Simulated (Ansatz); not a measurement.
Species: SnF2, charge 0, multiplicity 1. 
Structure (B3LYP-D3(BJ)/def2-TZVP (Ansatz, a first-principles code) minimum search):
SMILES: [F][Sn][F]
```xyz
3

Sn     0.0031    -0.0019     0.3444
F      0.6963     1.2727    -0.9558
F     -0.7135    -1.2620    -0.9573
```
Charge 0, spin multiplicity 1.

Wanted: vertical triplet-singlet gap (E(triplet) - E(singlet); each state is the SCF solution reached for its spin), in eV. Cores are frozen in the correlated levels unless marked. UHF or UKS for open shells. No spin-orbit coupling. The frozen core is the preceding noble-gas configuration, with the filled d and f shells of earlier blocks. Past Kr the def2 sets carry scalar-relativistic core potentials. CBS marks a two-point X^-3 extrapolation of the correlation energy; Hartree-Fock from the larger set. [CCSD(T)-MP2]/basis is that difference in the basis named.

```tsv
level	program	vertical triplet-singlet gap (eV)
PBE/def2-TZVPD	Ansatz	[?]
r2SCAN/def2-TZVPD	Ansatz	[?]
wB97X-V/def2-TZVPD	Ansatz	3.73
SCS-MP2/def2-SVPD	Ansatz	3.43
CCSD/def2-TZVPPD	Ansatz	[?]
RI-MP2/CBS(def2-TZVPPD,def2-QZVPPD)+[CCSD(T)-MP2]/def2-TZVPPD	Ansatz	3.49
```

Problem. Complete the blanks.

Solution. 
- PBE/def2-TZVPD, vertical triplet-singlet gap (eV): 3.61
- r2SCAN/def2-TZVPD, vertical triplet-singlet gap (eV): 3.45
- CCSD/def2-TZVPPD, vertical triplet-singlet gap (eV): 3.42
